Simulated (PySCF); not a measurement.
AlH₂Cl, SMILES [Cl][AlH2].

Coordinates come from a B3LYP-D3(BJ)/def2-TZVP optimisation.

All values below come from PySCF with B3LYP-D3(BJ)/def2-TZVP.

Frequencies are harmonic and unscaled.

### Question
Give all harmonic wavenumbers and intensities. (Estimate from the structure and the level; the computed values follow.)

### Answer

```tsv
mode	ν (cm⁻¹)	IR (km/mol)	Raman (Å⁴/amu)	depolarisation	moving atoms (share of kinetic energy)
1	514	66.1	5.5	0.75	H 89 %, Al 9 %
2	516	59.1	10.2	0.21	Al 51 %, Cl 45 %
3	604	206.2	0.5	0.75	H 88 %, Al 12 %
4	789	279.9	6.6	0.73	H 94 %
5	1968	84.4	265.6	0.07	H 99 %
6	1984	222.7	46.5	0.75	H 94 %
```
